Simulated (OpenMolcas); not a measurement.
# Potential curves of TeF⁺: spin-free states

Computed with OpenMolcas 26.06: state-averaged CASSCF(8,6) over Te 5p, F 2p, XMS-CASPT2 (IPEA 0.25, imaginary shift 0.2 hartree), scalar X2C, ANO-RCC-VTZP, then RASSI spin–orbit state interaction with atomic mean-field integrals. C2 symmetry about the axis (a holds Σ, Δ, Γ; b holds Π, Φ, H; Σ⁺ and Σ⁻ are not told apart); roots by multiplicity and irrep: 3a 5, 1a 7, 3b 6, 5b 2, 1b 2.

XMS-CASPT2 energies in eV from the lowest point. Curves are followed by energy order within each symmetry, so they are adiabatic and may change character at avoided crossings; Σ⁺ and Σ⁻ are counted together.

```json
{"R (Å)": "1.617", "(1)3Σ": "1.094", "(1)1Δ": "2.115", "(1)1Σ": "3.087", "(1)3Π": "5.502", "(1)5Π": "11.888", "(2)1Σ": "9.828", "(2)3Σ": "10.291"}
{"R (Å)": "1.711", "(1)3Σ": "0.268", "(1)1Δ": "1.270", "(1)1Σ": "2.232", "(1)3Π": "4.389", "(1)5Π": "9.487", "(2)1Σ": "7.853", "(2)3Σ": "8.291"}
{"R (Å)": "1.795", "(1)3Σ": "0.000", "(1)1Δ": "0.992", "(1)1Σ": "1.944", "(1)3Π": "3.867", "(1)5Π": "7.889", "(2)1Σ": "6.668", "(2)3Σ": "7.081"}
{"R (Å)": "1.880", "(1)3Σ": "0.004", "(1)1Δ": "1.015", "(1)1Σ": "1.945", "(1)3Π": "3.608", "(1)5Π": "6.685", "(2)1Σ": "5.866", "(2)3Σ": "6.246"}
{"R (Å)": "1.974", "(1)3Σ": "0.245", "(1)1Δ": "1.248", "(1)1Σ": "2.157", "(1)3Π": "3.499", "(1)5Π": "5.687", "(2)1Σ": "5.297", "(2)3Σ": "5.647"}
{"R (Å)": "2.068", "(1)3Σ": "0.559", "(1)1Δ": "1.597", "(1)1Σ": "2.491", "(1)3Π": "3.522", "(1)5Π": "4.959", "(2)1Σ": "4.948", "(2)3Σ": "5.256"}
{"R (Å)": "2.200", "(1)3Σ": "1.117", "(1)1Δ": "2.173", "(1)1Σ": "3.042", "(1)3Π": "3.577", "(1)5Π": "4.254", "(2)1Σ": "4.697", "(2)3Σ": "4.967"}
{"R (Å)": "2.369", "(1)3Σ": "1.812", "(1)1Δ": "2.902", "(1)1Σ": "3.730", "(1)3Π": "3.517", "(1)5Π": "3.707", "(2)1Σ": "4.592", "(2)3Σ": "4.808"}
```

The 7 lowest clean curves are shown; the next is (3)3Σ, from 4.81 eV. Left out for impure symmetry, kinks or missing points, though low: (1)1Π, (1)3Δ. Only roots inside an energy window near the equilibrium distance were included, so the list of states is not complete; labels number the states computed. Each spin and symmetry block has orbitals of its own, averaged over its own roots, so gaps between blocks are less sure than gaps within one and near the minimum can be off by tenths of an eV, in bad cases by more. No Rydberg orbitals are active, so Rydberg states, and σ→σ* states whose orbital the CASSCF left unused, can be missing between those listed. CASPT2 splits the two components of degenerate states numerically, here by up to 80 cm⁻¹. No roots were computed in block 5a (none fell in the window or the block failed), so states of that kind are missing and can lie low or lowest. Points that failed a check (symmetry, reference weights, a jump) are left out.
